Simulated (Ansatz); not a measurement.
`CC[O][In]([F])[F]` + `N#CO` → `CCOC#N` + `[OH][In]([F])[F]`  (substitution at a C–O bond)

Computed with Ansatz on PBE0-D4/def2-TZVP structures; ΔE is electronic, products minus reactants. CCSD(T)/CBS adds triple-zeta CCSD(T) − MP2 to the extrapolated MP2 energy (def2 sets, frozen cores). This one scheme is used for every species. Functionals use def2-TZVPP. B3LYP here is the variant with VWN-RPA as its local correlation; programs differ in this. Elements past krypton have def2 core potentials. For In outer-core shells are correlated without core-valence functions, which leaves a few kJ/mol of doubt a bond. One conformer a species, not always the lowest.

```json
{"level": "PBE-D4", "ΔE (kJ/mol)": "-18.6", "difference from CCSD(T)/CBS": "2.0"}
{"level": "B3LYP-D4", "ΔE (kJ/mol)": "-21.6", "difference from CCSD(T)/CBS": "-1.0"}
{"level": "PBE-QIDH", "ΔE (kJ/mol)": "-23.0", "difference from CCSD(T)/CBS": "-2.4"}
{"level": "revPBE", "ΔE (kJ/mol)": "-22.3", "difference from CCSD(T)/CBS": "-1.7"}
{"level": "r2SCAN0", "ΔE (kJ/mol)": "-22.7", "difference from CCSD(T)/CBS": "-2.1"}
{"level": "HF/def2-SVP", "ΔE (kJ/mol)": "-16.2", "difference from CCSD(T)/CBS": "4.4"}
{"level": "MP2/def2-TZVPP", "ΔE (kJ/mol)": "-24.0", "difference from CCSD(T)/CBS": "-3.4"}
{"level": "CCSD(T)/def2-TZVPP", "ΔE (kJ/mol)": "-21.5", "difference from CCSD(T)/CBS": "-0.9"}
{"level": "HF/def2-QZVPP", "ΔE (kJ/mol)": "-29.8", "difference from CCSD(T)/CBS": "-9.2"}
{"level": "MP2/CBS(def2)", "ΔE (kJ/mol)": "-23.1", "difference from CCSD(T)/CBS": "-2.5"}
{"level": "CCSD(T)/CBS", "ΔE (kJ/mol)": "-20.6", "difference from CCSD(T)/CBS": "0"}
```

Largest T1 diagnostic among the species: 0.018.

In def2-TZVPP, CCSD(T) changes the Hartree–Fock value by +8.1 kJ/mol (the triples alone add +0.6 kJ/mol) and MP2 by +5.6 kJ/mol. The D4 term adds +3.1 kJ/mol with B3LYP and +1.6 kJ/mol with PBE0; it sums over pairs of atoms, weighted by their polarisabilities, and B3LYP, whose exchange is more repulsive, gets the larger term. Leaving LDA and LC-ωPBE aside and taking each functional with its dispersion term where it has one, the values, not all of them listed here, spread over 6.1 kJ/mol, from B2PLYP to PBE-D4. LDA lies +5.0 kJ/mol from PBE without D4.
